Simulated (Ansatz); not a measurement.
Isolated molecules relaxed with PBE0-D4/def2-TZVP in Ansatz; ΔE leaves out vibrations. CCSD(T)/CBS is the MP2 limit (def2-TZVPP, def2-QZVPP) plus CCSD(T) − MP2 in def2-TZVPP, frozen cores. Functionals use def2-TZVPP. For Ge outer-core shells are correlated without core-valence functions, which leaves a few kJ/mol of doubt a bond. Scalar relativity is left out up to krypton. One conformer a species, not always the lowest.

Reaction (ligand exchange at the Si–C bond): `[SiH3]C1(Cl)C=C1` + `[OH][GeH]([F])[SH]` → `[OH][GeH]([F])[S][SiH3]` + `ClC1C=C1`

`[SiH3]C1(Cl)C=C1`:

Z-matrix (Å, degrees):
```
Si
C 1 1.873
H 1 1.484 2 109.9
H 1 1.489 2 108.0 3 119.6
H 1 1.484 2 109.9 3 -120.9
Cl 2 1.835 1 107.8 3 60.4
C 2 1.474 1 127.2 3 -86.3
C 2 1.474 1 127.1 3 -153.0
H 7 1.076 2 144.7 1 71.9
H 8 1.077 2 144.7 1 -71.9
```

`[OH][GeH]([F])[SH]`:

Z-matrix (Å, degrees):
```
Ge
F 1 1.732
S 1 2.203 2 102.5
O 1 1.757 2 108.8 3 119.2
H 1 1.526 2 108.9 3 -125.1
H 3 1.345 1 92.4 2 176.5
H 4 0.961 1 112.8 2 -68.5
```

`[OH][GeH]([F])[S][SiH3]`:

Z-matrix (Å, degrees):
```
Ge
F 1 1.739
S 1 2.184 2 111.1
O 1 1.764 2 104.1 3 116.1
H 1 1.529 2 106.5 3 -123.1
Si 3 2.154 1 98.1 2 84.7
H 4 0.962 1 111.8 2 18.8
H 6 1.482 3 110.8 1 -47.4
H 6 1.483 3 103.7 1 -165.5
H 6 1.480 3 111.5 1 76.4
```

`ClC1C=C1`:

```xyz
7

Cl   -2.010    0.204   -0.787
C    -0.583    0.129    0.306
C     0.543   -0.747   -0.025
C     0.737    0.523   -0.191
H    -0.929    0.314    1.318
H     0.884   -1.765   -0.107
H     1.358    1.342   -0.514
```

| species | r2SCAN-D4 energy (Eh) |
| --- | --- |
| `[SiH3]C1(Cl)C=C1` | -866.85959 |
| `[OH][GeH]([F])[SH]` | -2652.14631 |
| `[OH][GeH]([F])[S][SiH3]` | -2942.84630 |
| `ClC1C=C1` | -576.18493 |

**Question.** Work out ΔE.

**Answer.** ΔE = (-2942.84630) + (-576.18493) − (-866.85959) − (-2652.14631) = -0.02533 Eh = -66.5 kJ/mol. CCSD(T)/CBS gives -65.7 kJ/mol.

Largest T1 diagnostic among the species: 0.012.

From PBE to PBE0 (25 % exact exchange), in def2-TZVPP and without D4, ΔE moves by −4.4 kJ/mol. In def2-TZVPP, CCSD(T) changes the Hartree–Fock value by +7.3 kJ/mol (the triples alone add +1.3 kJ/mol) and MP2 by +5.7 kJ/mol.
